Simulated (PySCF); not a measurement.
Vertical excitations of a molecule CH₄ClNOSi₂ from TDA-CAM-B3LYP/def2-SVPD in PySCF, as energy in eV (oscillator strength): 5.06 (0.010), 6.14 (0.087), 6.33 (0.030), 6.44 (0.027), 6.92 (0.004), 6.97 (0.005), 7.05 (0.184), 7.23 (0.003), 7.46 (0.053), 7.57 (0.015). Lowest triplet (TDA): 4.60 eV. The structure is a stationary point at PBE-D3(BJ)/def2-SVP. One conformer was computed; it need not be the lowest.

Task: Pick the molecule that these values belong to.
(A) Cl[Si@H]1OC=N[SiH2]1
(B) Cl[Si@H]1C=N[SiH2]O1
(C) N#CO[SiH2][SiH2]Cl
(D) O[Si@H]1C=N[Si@@H]1Cl

Result: A, Cl[Si@H]1OC=N[SiH2]1
